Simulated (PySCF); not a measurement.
SMILES [SiH3][SiH2]Cl (PBE/def2-SVP optimised geometry):

```
8

Si     1.238    -0.289     0.000
Si    -1.115    -0.289     0.000
Cl    -1.757     1.704     0.000
H      1.741     0.421     1.227
H      1.757    -1.704    -0.001
H      1.741     0.422    -1.226
H     -1.670    -0.969    -1.221
H     -1.670    -0.969     1.221
```

Computed with PBE/def2-TZVP (PySCF).

### Question
What are the frontier orbital energies and the dipole moment?

### Answer
HOMO-2 -8.48 eV, HOMO-1 -7.61 eV, HOMO -7.05 eV, LUMO -1.54 eV, LUMO+1 -0.80 eV; dipole moment 1.30 D.

Meta-Löwdin charges at PBE/def2-TZVP: Si1 0.16, Si2 0.41, Cl3 -0.29, H4 -0.05, H5 -0.05, H6 -0.05, H7 -0.06, H8 -0.06.
